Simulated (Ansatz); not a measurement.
Reaction (formal loss of a carbene): `C=C[CH2][Al]([Cl])[Cl]` → `C=[CH][Al]([Cl])[Cl]` + `[CH2]` (triplet)

Program: Ansatz. Geometries: PBE0-D4/def2-TZVP. ΔE: electronic, gas phase. CCSD(T)/CBS is the MP2 limit (def2-TZVPP, def2-QZVPP) plus CCSD(T) − MP2 in def2-TZVPP, frozen cores. This one scheme is used for every species. DFT in def2-TZVPP. Triplets are unrestricted, without spin–orbit coupling. Each species was taken in one conformer, which may not be the lowest.

| level | ΔE (kJ/mol) |
| --- | --- |
| BLYP-D4 | 424.9 |
| B97M-V | 439.6 |
| r2SCAN0-D4 | 419.0 |
| PBE-QIDH | 438.9 |
| r2SCAN0 | 416.1 |
| RPA@PBE/def2-TZVPP | 414.5 |
| MP2/def2-QZVPP | 449.7 |
| MP2/CBS(def2) | 454.9 |

(1) What does CCSD(T)/CBS give? (Best estimate.)

Largest T1 diagnostic among the species: 0.011.

## Answers

(1) The calculation gave: +435.8 kJ/mol. The listed levels differ from it by -10.9, 3.8, -16.8, 3.1, -19.7, -21.3, 13.9, 19.1 kJ/mol.

The D4 term adds +14.8 kJ/mol with B3LYP and +8.1 kJ/mol with PBE0; it sums over pairs of atoms, weighted by their polarisabilities, and B3LYP, whose exchange is more repulsive, gets the larger term. In def2-TZVPP, CCSD(T) changes the Hartree–Fock value by +153.7 kJ/mol (the triples alone add +14.2 kJ/mol) and MP2 by +172.8 kJ/mol.

B3LYP here is the variant with VWN-RPA as its local correlation; programs differ in this.
